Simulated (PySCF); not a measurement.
C5H8F2.
Numbering: `[CH3:1]/[C:2](=[CH:3]/[CH2:4][F:5])[CH2:6][F:7]` (hydrogens: H8, H9, H10 on C1; H11 on C3; H12, H13 on C4; H14, H15 on C6)

Cartesian coordinates in Å at the PBE0-D3(BJ)/def2-SVP level; atoms count from 1:
```xyz
15
C5H8F2 angstrom
C     -1.991    0.353    0.500
C     -0.601   -0.030    0.088
C      0.429    0.818    0.199
C      1.868    0.611   -0.165
F      2.591    1.704    0.254
C     -0.492   -1.427   -0.439
F      0.757   -1.726   -0.924
H     -2.014    1.360    0.937
H     -2.682    0.337   -0.361
H     -2.398   -0.351    1.245
H      0.230    1.821    0.597
H      1.997    0.503   -1.255
H      2.287   -0.292    0.307
H     -0.736   -2.151    0.362
H     -1.228   -1.580   -1.251
```

All values: PBE0/def2-SVPD (PySCF, non-relativistic), on one gas-phase PBE0-D3(BJ)/def2-SVP geometry that isn't relaxed in the solvent. The solvent is an IEF-PCM continuum (van der Waals radii × 1.2), and excitations are vertical TDDFT with non-equilibrium linear response and a frozen core. Specific hydrogen bonds and non-electrostatic terms are outside this model.

Gas-phase singlets (H = HOMO, L = LUMO):

```json
{"state": "S1", "E (eV)": "6.555", "λ (nm)": "189", "f": "0.008", "leading configurations": "H→L+1 94%"}
{"state": "S2", "E (eV)": "6.809", "λ (nm)": "182", "f": "0.409", "leading configurations": "H→L 90%"}
{"state": "S3", "E (eV)": "7.067", "λ (nm)": "175", "f": "0.017", "leading configurations": "H→L+2 95%"}
{"state": "S4", "E (eV)": "7.643", "λ (nm)": "162", "f": "0.001", "leading configurations": "H→L+3 90%"}
{"state": "S5", "E (eV)": "7.723", "λ (nm)": "161", "f": "0.017", "leading configurations": "H→L+4 72%, H-1→L 17%, H→L+3 8%"}
```

What are the lowest 5 singlets in tetrahydrofuran (ε = 7.426)?

```tsv
state	E (eV)	λ (nm)	f	leading configurations	change by rank (eV)
S1	6.580	188	0.092	H→L+1 74%, H→L 24%	+0.025
S2	6.713	185	0.431	H→L 72%, H→L+1 24%	-0.096
S3	7.102	175	0.007	H→L+2 97%	+0.035
S4	7.445	167	0.001	H→L+3 96%	-0.198
S5	7.772	160	0.018	H→L+4 66%, H-1→L 29%	+0.049
```

How does the list change in water (ε = 78.36)?

```json
{"state": "S1", "E (eV)": "6.588", "λ (nm)": "188", "f": "0.081", "leading configurations": "H→L+1 75%, H→L 22%", "change by rank (eV)": "+0.033"}
{"state": "S2", "E (eV)": "6.737", "λ (nm)": "184", "f": "0.429", "leading configurations": "H→L 74%, H→L+1 22%", "change by rank (eV)": "-0.072"}
{"state": "S3", "E (eV)": "7.117", "λ (nm)": "174", "f": "0.006", "leading configurations": "H→L+2 97%", "change by rank (eV)": "+0.050"}
{"state": "S4", "E (eV)": "7.402", "λ (nm)": "167", "f": "0.001", "leading configurations": "H→L+3 97%", "change by rank (eV)": "-0.241"}
{"state": "S5", "E (eV)": "7.785", "λ (nm)": "159", "f": "0.015", "leading configurations": "H→L+4 60%, H-1→L 35%", "change by rank (eV)": "+0.062"}
```

The ground-state energy changes by -0.199 eV from gas to water. By how much does the total energy of gas-phase S2 change?

E(S2) = E(S0) + excitation energy, so it changes by -0.199 − 0.072 = -0.271 eV: it is lowered more than the ground state, which is what a red shift means. This is the vertical state, with the slow part of the continuum still set for S0.

How do the frontier levels move from gas to water?

| orbital | gas (eV) | solvent (eV) | change (eV) | Löwdin shares, gas | Löwdin shares, solvent |
| --- | --- | --- | --- | --- | --- |
| LUMO+2 | 1.00 | 1.22 | +0.22 | C1 13 %, F7 12 %, C4 11 %, C6 10 % | C1 21 %, C4 12 %, H8 10 %, F7 8 % |
| LUMO+1 | 0.51 | 0.80 | +0.29 | C1 19 %, C6 18 %, H15 9 %, C2 8 % | C6 18 %, C4 12 %, C3 11 %, C1 9 % |
| LUMO | 0.00 | 0.21 | +0.21 | C3 30 %, C2 28 %, C4 8 %, C6 6 % | C3 30 %, C2 29 %, C4 9 %, C6 6 % |
| HOMO | -7.21 | -7.02 | +0.19 | C3 31 %, C2 31 %, C4 8 %, C1 6 % | C3 32 %, C2 30 %, C4 8 %, C1 6 % |
| HOMO-1 | -9.43 | -9.30 | +0.13 | F5 17 %, C4 15 %, C3 14 %, F7 12 % | F7 15 %, C2 14 %, C3 13 %, C4 13 % |
| HOMO-2 | -9.96 | -9.97 | -0.01 | F5 51 %, C4 19 %, H12 8 %, C3 7 % | F5 18 %, C1 13 %, F7 12 %, C3 10 % |
| HOMO-3 | -10.11 | -9.99 | +0.12 | F5 24 %, F7 15 %, C2 12 %, C6 11 % | F7 34 %, C6 17 %, C1 9 %, H15 9 % |

The HOMO–LUMO gap goes from 7.21 to 7.23 eV. Rows go by rank; for HOMO-3, HOMO-2, HOMO-1 and LUMO+1 the atom shares or the degeneracy differ between the runs, so the row needn't follow one orbital.
